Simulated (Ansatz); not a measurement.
Cartesian coordinates (Å):
SMILES: CC#C[SiH2]O
```xyz
11

C      2.3916    -0.0436     0.7453
C      0.9989    -0.1396     0.3646
C     -0.1668    -0.2234     0.0515
Si    -1.9136    -0.3484    -0.4364
O     -2.7043     1.0801    -0.2343
H      2.7596    -1.0073     1.1063
H      2.5261     0.6901     1.5440
H      3.0094     0.2589    -0.1037
H     -1.9542    -0.7946    -1.8536
H     -2.6213    -1.3213     0.4241
H     -2.3028     1.8608    -0.6184
```
Charge 0, multiplicity 1.

Method: frozen-core CCSD(T)/def2-TZVPP // PBE0-D4/def2-TZVP (Ansatz, a program for electronic structure).

```
Item                            Value
----------------------  -------------
HF energy               -480.99302 Ha
MP2 correlation energy    -0.83396 Ha
```

### Question
Estimate the CCSD correlation energy, the (T) correction, the total energy and the T1 diagnostic.

### Answer

```json
{
  "CCSD correlation energy": "-0.86814 Ha",
  "(T) correction": "-0.03733 Ha",
  "CCSD(T) total energy": "-481.89849 Ha",
  "T1 diagnostic": "0.012"
}
```
